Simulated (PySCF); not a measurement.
## Dipole moment and polarisability of `[SiH3]CC[SiH2]Cl`

C₂H₉ClSi₂.
SMILES with atom numbers: `[SiH3:1][CH2:2][CH2:3][SiH2:4][Cl:5]` (hydrogens: H6, H7, H8 on Si1; H9, H10 on C2; H11, H12 on C3; H13, H14 on Si4)

Geometry (GFN2-xTB, Å), atoms numbered from 1 in this order:
```
atom  x, y, z in Å
Si1   -1.7225   -0.0444    0.9195
C2    -0.5927   -0.8807   -0.3611
C3     0.3885    0.0571   -1.0707
Si4    1.7983    0.7389    0.0095
Cl5    2.5947   -0.7739    1.0816
H6    -2.7319   -1.0160    1.3450
H7    -0.9531    0.4079    2.0798
H8    -2.3791    1.1064    0.2912
H9    -1.2243   -1.3564   -1.1170
H10   -0.0347   -1.6890    0.1168
H11   -0.1644    0.8920   -1.5059
H12    0.8356   -0.4793   -1.9142
H13    2.8550    1.2820   -0.8450
H14    1.3297    1.7549    0.9484
```

Level: wB97X-D/def2-SVPD (PySCF), static field, nuclei fixed, core orbitals frozen in the response. The polarisability tensor in these axes (au):

```
x   98.42  0.94 -1.00
y    0.94 83.86 -2.22
z   -1.00 -2.22 85.14
```

Q: Give the principal values, the mean and the anisotropy Δα = √{½[(α1 − α2)² + (α2 − α3)² + (α1 − α3)²]}.

A: Principal values 82.19, 86.65 and 98.58 au; mean 89.14 au = 13.21 Å³ = 14.70 × 10⁻⁴⁰ C²·m²/J; Δα = 14.67 au (16 % of the mean).

Q: What is the dipole moment, and where does it point?

A: (-0.74, 0.42, -1.38) D, 1.62 D in size, pointing from the negative to the positive side. Measured along this direction, the outermost atoms are Cl5 at the negative end and H11 at the positive end.

Q: Directions of the eigenvectors, and the extent of the frame along each?

A: Largest value along (0.99, 0.08, -0.09), where the nuclei span 5.92 Å; middle along (0.12, -0.59, 0.80), 3.37 Å; least along (-0.01, 0.80, 0.60), 3.70 Å. The strongest response lies along the longest span, while the other two are in reverse order.

Q: What molar refraction does this α imply?

A: Lorentz–Lorenz: R = (4π/3)N_A α = 2.5225 cm³/(mol·Å³) × 13.21 Å³ = 33.3 cm³/mol, in the limit of long wavelengths.

Q: What depolarisation ratio follows for Rayleigh scattering of linearly polarised light, taking the static tensor?

A: ρ = 3Δα²/(45ᾱ² + 4Δα²) = 645.8/(357560 + 861.1) = 0.0018.

Q: What are the principal values of the traceless quadrupole moment, Θ = ½Σq(3rr − r²1), about the centre of nuclear charge?

A: -4.51, 1.99, 2.52 D·Å. The values depend on the origin, since the dipole doesn't vanish. The electronic extent ⟨r²⟩ about the same centre is 1146 bohr², a root-mean-square distance of 2.21 Å for the 66 electrons.

Q: How large is μ²/3kT at 400 K beside α?

A: In Gaussian units μ²/3kT = 15.82 Å³ against 13.21 Å³, a ratio of 1.20; the Debye molar polarisation (4π/3)N_A(α + μ²/3kT) is 73.2 cm³/mol, leaving out the vibrational part.

Isolated species at its GFN2-xTB geometry (one conformer only).

The run behind these numbers computed excited states as well. On one thread, Arm Neoverse V2 (shared host), this took 29 s of wall time.
